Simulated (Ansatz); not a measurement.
Compare A (`OC1([SiH3])[SiH2]S1`) with its isomer B (`O[SiH]1[SiH2]CS1`).

Calculated with Ansatz (gas phase, PBE0-D4/def2-TZVP geometries, no zero-point term in ΔE). CBS: MP2 limit from def2 TZ/QZ plus the TZ coupled-cluster correction, frozen cores. DFT in def2-TZVPP. B3LYP here is the variant with VWN-RPA as its local correlation; programs differ in this. One conformer a species, not always the lowest.

Question: Which is lower in electronic energy at CCSD(T)/CBS, and by how much? (Estimate.)

Answer: The calculation gave: B, by 234.6 kJ/mol.

Question: Give E(B) − E(A) in kJ/mol with B3LYP-D4, CCSD(T)/def2-TZVPP, B3LYP, HF/def2-TZVPP, B2PLYP, PBE-D4, ωB97M-V. (Best estimate.)

Answer: Ansatz gave: B3LYP-D4 -227.7, CCSD(T)/def2-TZVPP -231.6, B3LYP -228.7, HF/def2-TZVPP -244.8, B2PLYP -231.0, PBE-D4 -223.1, ωB97M-V -230.8. None reverses the order clearly.

Largest T1 diagnostic: 0.014.

From PBE to PBE0 (25 % exact exchange), in def2-TZVPP and without D4, E(B) − E(A) moves by −11.7 kJ/mol. In def2-TZVPP, CCSD(T) changes the Hartree–Fock value by +13.2 kJ/mol (the triples alone add +4.9 kJ/mol) and MP2 by +12.1 kJ/mol.
